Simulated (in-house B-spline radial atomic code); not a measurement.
Results of a calculation; reference values are marked as such.
# Ta5+ at several levels of theory

Ground configuration [Xe] 4f14. All numbers come from a B-spline radial code for spherical atoms, all electrons, at the radial basis limit. Mean-field, RPA, GW and linear-response runs are scalar-relativistic (one-electron X2C), no spin-orbit coupling, without Breit or QED terms, open shells spin-polarised at highest spin; the many-body runs on Dirac-Hartree-Fock orbitals are four-component, and their energies hold both.

Without the two-electron picture change, the correlation of inner shells comes somewhat too large for so heavy an element.

**Ionisation energy.** The reference is 94.01 ± 0.05 eV (NIST, semi-empirical). It runs between the lowest fine-structure levels, while the runs without spin-orbit coupling give shell averages, so part of their difference is this splitting, and a close match can be a cancellation.

```json
{"method": "minus the highest LDA VWN5 level", "value (eV)": "82.68", "minus reference (eV)": "-11.33"}
{"method": "minus the highest PBE level", "value (eV)": "82.27", "minus reference (eV)": "-11.74"}
{"method": "G0W0 on PBE", "value (eV)": "95.12", "minus reference (eV)": "+1.11"}
{"method": "minus the highest r2SCAN level", "value (eV)": "82.57", "minus reference (eV)": "-11.44"}
{"method": "minus the highest PBE0 level", "value (eV)": "86.54", "minus reference (eV)": "-7.47"}
{"method": "G0W0 on PBE0", "value (eV)": "95.09", "minus reference (eV)": "+1.08"}
{"method": "minus the highest B3LYP (VWN-RPA) level", "value (eV)": "85.67", "minus reference (eV)": "-8.34"}
{"method": "minus the highest CAM-B3LYP level", "value (eV)": "87.65", "minus reference (eV)": "-6.36"}
{"method": "minus the highest LC-wPBE level", "value (eV)": "87.85", "minus reference (eV)": "-6.16"}
{"method": "minus the highest Hartree-Fock level", "value (eV)": "98.10", "minus reference (eV)": "+4.09"}
{"method": "G0W0 on Hartree-Fock", "value (eV)": "94.96", "minus reference (eV)": "+0.95"}
{"method": "Dirac-Fock + self-energy with TDHF screening (4f7/2)", "value (eV)": "93.79", "minus reference (eV)": "-0.22"}
```

Question: Which methods come closest, and which lies farthest off?

Answer: Closest: Dirac-Fock + self-energy with TDHF screening (4f7/2) (-0.22 eV) and G0W0 on Hartree-Fock (+0.95 eV). Farthest: minus the highest PBE level (-11.74 eV). The TDHF-screened form was chosen among four for its agreement on 13 closed-shell atoms.

**Static dipole polarisability and C6** of two like species, by linear response (no reference value is at hand):

```
                                method  α (bohr³)  C6 (hartree·bohr⁶)
                              LDA VWN5      2.523               10.48
                                   PBE      2.538               10.56
                                  PBE0       2.52               10.47
                       B3LYP (VWN-RPA)      2.526               10.49
                             CAM-B3LYP      2.528                10.5
                               LC-wPBE      2.542               10.58
                                  TDHF      2.496               10.33
relativistic RPA (four-component TDHF)      2.519                10.4
```

Question: What mean excitation energy do α and C6 imply in London's formula C6 = (3/4) α² ω?

Answer: LDA VWN5: ω = 2.195 hartree; relativistic RPA (four-component TDHF): ω = 2.185 hartree. A method that puts the excitations lower gives a larger α and a smaller ω.

Run times on one thread of shared hosts: mean field, RPA, SOSEX and G0W0 on PBE, 3 s (Arm Neoverse V2); TDDFT with PBE, 6.6 s (Arm Neoverse N1); removal energies by the self-energy, 240 s (Arm Neoverse N1).
